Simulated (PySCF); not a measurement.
ClH₅O₂Si₂, SMILES O[SiH](O)[SiH2]Cl.

Geometry: PBE-D3(BJ)/def2-SVP. The structure was generated by enumeration, and PubChem lists no compound with its InChIKey, so it may never have been made. One conformer was computed; it need not be the lowest.

All values below come from PBE-D3(BJ)/def2-SVP (PySCF).

Frequencies are harmonic and unscaled.

```tsv
mode	ν (cm⁻¹)	IR (km/mol)	moving atoms (share of kinetic energy)
1	46	0.4	O 46 %, Cl 24 %, Si 16 %, H 14 %
2	105	3.0	Cl 48 %, O 35 %, Si 10 %
3	140	2.3	O 57 %, Si 22 %, H 21 %
4	226	46.5	H 48 %, O 33 %, Si 17 %
5	262	29.8	H 48 %, Si 30 %, O 14 %
6	337	74.3	O 51 %, Si 29 %, H 20 %
7	400	31.5	Si 53 %, H 39 %
8	438	106.9	H 70 %, Si 21 %, O 9 %
9	466	21.4	H 70 %, Si 23 %
10	508	33.9	Si 52 %, Cl 41 %
11	646	6.4	H 96 %
12	696	144.0	H 94 %
13	761	128.5	H 50 %, O 36 %, Si 14 %
14	780	131.6	H 72 %, O 20 %
15	820	11.7	H 72 %, O 20 %, Si 8 %
16	859	149.8	H 49 %, O 29 %, Si 22 %
17	896	111.4	H 92 %
18	915	176.1	H 47 %, Si 28 %, O 25 %
19	941	91.7	H 68 %, Si 19 %, O 13 %
20	2156	72.7	H 97 %
21	2175	115.6	H 97 %
22	2176	115.8	H 96 %
23	3668	78.6	H 94 %
24	3740	71.8	H 94 %
```
